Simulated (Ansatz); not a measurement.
Basis-set extrapolation for CH8AlNSi2, SMILES `C=[N][Al]([SiH3])[SiH3]` (PBE0-D4/def2-TZVP geometry, frozen core, Ansatz). Multiplicity 1, RHF reference.

```tsv
	def2-TZVPP	def2-QZVPP
HF	-916.817463	-916.846430
MP2 correlation	-0.686769	-0.734586
CCSD(T) correlation	-0.787596	not run
```

Energies in hartree. Use E(X) = E(∞) + A·exp(−7.88·√X) for Hartree–Fock and E(X) = E(∞) + B·X^(−2.97) for correlation, with X = 3 and 4, and add CCSD(T) minus MP2 of the smaller set to the MP2 limit.

Problem. What is the CCSD(T) energy at the basis-set limit?

Solution. HF limit: -916.846430 + (-0.028967) × 0.13774 = -916.85042. MP2 limit: -0.734586 + (-0.047817) × 0.74074 = -0.77001. Higher-order term: -0.787596 − (-0.686769) = -0.10083. Total: -917.72126 hartree, 72.9 kcal/mol below CCSD(T)/def2-TZVPP.
